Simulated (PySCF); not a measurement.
C2H6Cd, SMILES [CH3][Cd][CH3].

Coordinates come from a B3LYP-D3(BJ)/def2-SVP optimisation. The isomer is the one that the SMILES or the coordinates give; other isomers of the formula were not compared. The def2 effective core potentials stand for the cores of Cd; spin–orbit coupling is left out.

All values below come from TDA-LC-ωPBE/def2-SVPD run with PySCF.

Vertical excitations; the highest root listed may be one member of a degenerate set. Isolated molecule, no solvent. State labels are in the subgroup C2h.

```json
[
 {"state": "S1", "symmetry": "Bg", "energy (eV)": "6.04", "λ (nm)": "205", "f": "0.000", "main pairs": "HOMO→LUMO (degenerate set)"},
 {"state": "S2", "symmetry": "Ag", "energy (eV)": "6.04", "λ (nm)": "205", "f": "0.000", "main pairs": "HOMO→LUMO+1 (degenerate set)"},
 {"state": "S3", "symmetry": "Bu", "energy (eV)": "7.05", "λ (nm)": "176", "f": "0.580", "main pairs": "HOMO→LUMO+2 90 %"},
 {"state": "S4", "symmetry": "Ag", "energy (eV)": "7.74", "λ (nm)": "160", "f": "0.000", "main pairs": "HOMO→LUMO+3 52 %, HOMO−1→LUMO+2 45 %"},
 {"state": "S5", "symmetry": "Au", "energy (eV)": "8.03", "λ (nm)": "154", "f": "0.285", "main pairs": "HOMO−1→LUMO (degenerate set)"},
 {"state": "S6", "symmetry": "Bu", "energy (eV)": "8.03", "λ (nm)": "154", "f": "0.285", "main pairs": "HOMO−1→LUMO+1 (degenerate set)"},
 {"state": "S7", "symmetry": "Ag", "energy (eV)": "8.86", "λ (nm)": "140", "f": "0.000", "main pairs": "HOMO−1→LUMO+2 46 %, HOMO→LUMO+3 39 %, HOMO−1→LUMO+4 8 %"},
 {"state": "S8", "symmetry": "Bu", "energy (eV)": "9.45", "λ (nm)": "131", "f": "0.048", "main pairs": "HOMO→LUMO+4 41 %, HOMO−1→LUMO+3 24 %, HOMO−2→LUMO+1 10 %, HOMO−3→LUMO 10 %"},
 {"state": "S9", "symmetry": "Bg", "energy (eV)": "9.67", "λ (nm)": "128", "f": "0.000", "main pairs": "HOMO→LUMO+5 (degenerate set)"},
 {"state": "S10", "symmetry": "Ag", "energy (eV)": "9.67", "λ (nm)": "128", "f": "0.000", "main pairs": "HOMO→LUMO+6 (degenerate set)"},
 {"state": "T1", "symmetry": "Bu", "energy (eV)": "5.69", "λ (nm)": "218", "f": "0", "main pairs": "HOMO→LUMO+2 84 %"},
 {"state": "T2", "symmetry": "Bg", "energy (eV)": "5.79", "λ (nm)": "214", "f": "0", "main pairs": "HOMO→LUMO (degenerate set)"},
 {"state": "T3", "symmetry": "Ag", "energy (eV)": "5.79", "λ (nm)": "214", "f": "0", "main pairs": "HOMO→LUMO+1 (degenerate set)"},
 {"state": "T4", "symmetry": "Au", "energy (eV)": "6.83", "λ (nm)": "182", "f": "0", "main pairs": "HOMO−1→LUMO 88 %"}
]
```
Triplets are in the Tamm–Dancoff approximation.
